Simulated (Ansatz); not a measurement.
Reaction (ligand exchange at the Si–N bond): `[SiH3]N[SiH2][SeH]` + PH₃ → `P[SiH2][SeH]` + `N[SiH3]`

Isolated molecules relaxed with PBE0-D4/def2-TZVP in Ansatz; ΔE leaves out vibrations. CCSD(T)/CBS adds triple-zeta CCSD(T) − MP2 to the extrapolated MP2 energy (def2 sets, frozen cores). This one scheme is used for every species. DFT in def2-TZVPP. B3LYP here is the variant with VWN-RPA as its local correlation; programs differ in this. For Se outer-core shells are correlated without core-valence functions, which leaves a few kJ/mol of doubt a bond. Scalar relativity is left out up to krypton. Each species was taken in one conformer, which may not be the lowest.

`[SiH3]N[SiH2][SeH]`:

Cartesian coordinates in Å:
```
Si 1.234 0.667 1.035
N -0.043 -0.455 0.707
Si -0.602 -0.945 -0.842
Se -1.244 0.780 -2.193
H 0.745 2.044 1.314
H 2.012 0.211 2.217
H 2.102 0.698 -0.169
H -0.626 -0.729 1.484
H -1.724 -1.889 -0.615
H 0.476 -1.574 -1.644
H -2.331 1.193 -1.293
```

PH₃:

Z-matrix (Å, degrees):
```
P
H 1 1.420
H 1 1.420 2 93.1
H 1 1.420 2 93.1 3 93.3
```

`P[SiH2][SeH]`:

Cartesian coordinates in Å:
```
P -0.322 0.283 1.901
Si 0.032 -0.654 -0.111
Se 0.258 0.976 -1.692
H 0.735 1.220 1.747
H -1.310 1.177 1.408
H -1.119 -1.538 -0.428
H 1.260 -1.486 -0.034
H 0.467 0.021 -2.791
```

`N[SiH3]`:

```xyz
7

N    -0.028    0.360   -1.004
Si   -0.093   -0.207    0.619
H     0.167   -0.287   -1.750
H     0.377    1.261   -1.200
H    -0.973   -1.404    0.648
H     1.213   -0.601    1.227
H    -0.663    0.878    1.459
```

```csv
level,ΔE (kcal/mol),difference from CCSD(T)/CBS
B3LYP-D4,10.9,0.3
ωB97M-V,11.0,0.4
B2PLYP,10.7,0.1
r2SCAN,9.2,-1.4
SCS-MP2/def2-TZVPP,12.2,1.6
CCSD/def2-TZVPP,11.7,1.1
MP2/def2-QZVPP,11.1,0.5
SCS-MP2/def2-QZVPP,11.8,1.2
HF/CBS(def2),13.3,2.7
CCSD/CBS(def2),11.0,0.4
CCSD(T)/CBS,10.6,0
```

Largest T1 diagnostic among the species: 0.013.

From PBE to PBE0 (25 % exact exchange), in def2-TZVPP and without D4, ΔE moves by +0.9 kcal/mol. The D4 term adds +1.0 kcal/mol with B3LYP and +0.6 kcal/mol with PBE0; it sums over pairs of atoms, weighted by their polarisabilities, and B3LYP, whose exchange is more repulsive, gets the larger term. In def2-TZVPP, CCSD(T) changes the Hartree–Fock value by −1.7 kcal/mol (the triples alone add −0.4 kcal/mol) and MP2 by −1.6 kcal/mol.
